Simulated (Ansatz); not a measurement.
`C[Si](F)(S)Cl` → `CCl` + `F[Si]S` at 400 K and 1 bar (silylene formation by 1,1-elimination).

Isolated molecules relaxed with PBE0-D4/def2-TZVP in Ansatz; ΔE leaves out vibrations. CCSD(T)/CBS is the MP2 limit (def2-TZVPP, def2-QZVPP) plus CCSD(T) − MP2 in def2-TZVPP, frozen cores. This one scheme is used for every species. One conformer a species, not always the lowest.

```json
{"species": "`C[Si](F)(S)Cl`", "CCSD(T)/CBS energy (Eh)": "-1287.05862", "H − E (kJ/mol)": "170.5", "S (J/(mol·K))": "395.7"}
{"species": "`CCl`", "CCSD(T)/CBS energy (Eh)": "-499.63220", "H − E (kJ/mol)": "114.2", "S (J/(mol·K))": "247.0"}
{"species": "`F[Si]S`", "CCSD(T)/CBS energy (Eh)": "-787.30018", "H − E (kJ/mol)": "51.1", "S (J/(mol·K))": "300.8"}
```

H − E and S are ideal-gas, rigid-rotor, harmonic terms from PBE0-D4/def2-TZVP, for one conformer and one mirror image of each species. 1 Eh = 2625.50 kJ/mol, R = 8.31446 J/(mol·K).

Task: By hand: ΔE, ΔH, ΔS and ΔG.

Result: ΔE = (-499.63220) + (-787.30018) − (-1287.05862) = 0.12624 Eh = 331.4 kJ/mol. Δ(H − E) = 114.2 + 51.1 − 170.5 = -5.2, so ΔH = 326.2 kJ/mol. ΔS = 247.0 + 300.8 − 395.7 = 152.1 J/(mol·K). ΔG = 326.2 − 400 × (152.1)/1000 = 265.4 kJ/mol.

Task: By hand: the equilibrium constant, and the temperature at which ΔG would vanish if ΔH and ΔS stayed fixed.

Result: log₁₀ K = −ΔG/(RT ln 10) = -34.7. ΔG = 0 at ΔH/ΔS = 2145 K.

The number of gas molecules changes by +1, which sets the sign of ΔS. A doubt of 5 kJ/mol in ΔE shifts log₁₀ K by 0.7 here. Other conformers and mirror images would add mixing entropy, several J/(mol·K) or more a flexible species. These are equilibria of isolated gas molecules and say nothing of rates. Largest T1 diagnostic: 0.015 (customary marks: 0.02 for closed shells, 0.045 for open ones).
